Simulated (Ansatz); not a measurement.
Results of the Gaussian-basis code of Ansatz.

A structure relaxed at PBE0-D4/def2-TZVP, charge 0, multiplicity 1:

```xyz
8

O    -0.1867   -0.8215   -1.8102
Si   -0.2048    0.1394   -0.4800
N     1.0548    0.0052    0.5965
Sb   -0.4555   -0.8105    1.8268
H    -0.7652   -0.5693   -2.5324
H    -0.6690    1.4912   -0.8838
H     2.0499   -0.1094    0.6608
H    -0.8236    0.6750    2.6222
```

(1) Give its formula and SMILES.

(2) Summarise the bond lengths by kind.

Answers

(1) H4NOSbSi, `O[SiH]1[NH][SbH]1`.

(2) 1 × O–Si 1.641 Å; 1 × H–O 0.959 Å; 1 × N–Si 1.662 Å; 1 × Sb–Si 2.507 Å; 1 × H–Si 1.485 Å; 1 × N–Sb 2.112 Å; 1 × H–N 1.004 Å; 1 × H–Sb 1.725 Å.
